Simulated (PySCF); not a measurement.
**Working out the ionisation energy of Fe(2+)**

Fe(2+) [Ar] 3d6 (5D) → Fe(3+) [Ar] 3d5 (6S). All numbers are calculated (PySCF 2.14, the non-relativistic Hamiltonian (point nucleus), in def2-SVP). Frozen: [Ar]. Energies in hartree (1 hartree = 27.21139 eV):

```
             part  Fe(2+) (lower)  Fe(3+) (upper)
              UHF    -1261.476930    -1260.418808
MP2 opposite-spin       -0.029401        0.000000
    MP2 same-spin       -0.041996       -0.032806
```

**Question.** What does Hartree-Fock give?

**Answer.** (-1260.418808) − (-1261.476930) = 1.058122 hartree = 28.793 eV.

**Question.** What do MP2 and SCS-MP2 (6/5 opposite-spin, 1/3 same-spin) give?

**Answer.** The opposite-spin parts differ by 0.800 eV and the same-spin parts by 0.250 eV. MP2: 28.793 + (0.800) + (0.250) = 29.843 eV. SCS-MP2: 28.793 + 1.2 × (0.800) + (0.250)/3 = 29.836 eV.

Reference: 30.651 ± 0.012 eV (measured; NIST Atomic Spectra Database, ionization energies), between the lowest levels; spin-orbit coupling is absent from the calculation.

The calculation is non-relativistic.

A double-zeta basis recovers only part of the correlation energy.

What remains against the reference includes basis incompleteness, the frozen core and correlation beyond second order.
